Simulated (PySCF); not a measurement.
CH₄O₂, SMILES OCO. Atoms are numbered in the order given.

```xyz
7

O     -1.1681    -0.0942    -0.2468
C      0.0000     0.0000     0.5307
O      1.1681     0.0942    -0.2468
H     -1.2434     0.7093    -0.7760
H      0.0018     0.8948     1.1580
H     -0.0018    -0.8948     1.1580
H      1.2434    -0.7093    -0.7760
```
Charge 0, spin multiplicity 1.

The structure is a stationary point at B3LYP-D3(BJ)/def2-TZVP. One conformer was computed; it need not be the lowest.

Computed with PySCF with PBE0/pcJ-1.

Isotropic couplings with Fermi-contact, spin-dipole and both spin-orbit terms, one fixed conformer, no vibrational averaging. Isotopes: 13C, 1H.

| pair | bonds apart | J (Hz) |
|---|---|---|
| C2–H5 | 1 | ? |
| C2–H6 | 1 | ? |
| C2–H4 | 2 | -4.6 |
| C2–H7 | 2 | -4.6 |
| H5–H6 | 2 | -7.1 |
| H4–H5 | 3 | 2.9 |
| H4–H6 | 3 | 15.8 |
| H5–H7 | 3 | 15.8 |
| H6–H7 | 3 | 2.9 |
| H4–H7 | 4 | ? |

Task: What belongs in the gaps? (An estimate is asked for; the answer gives what the named calculation found.)

Result: 
- C2–H5, J (Hz): 158.6
- C2–H6, J (Hz): 158.6
- H4–H7, J (Hz): -0.4
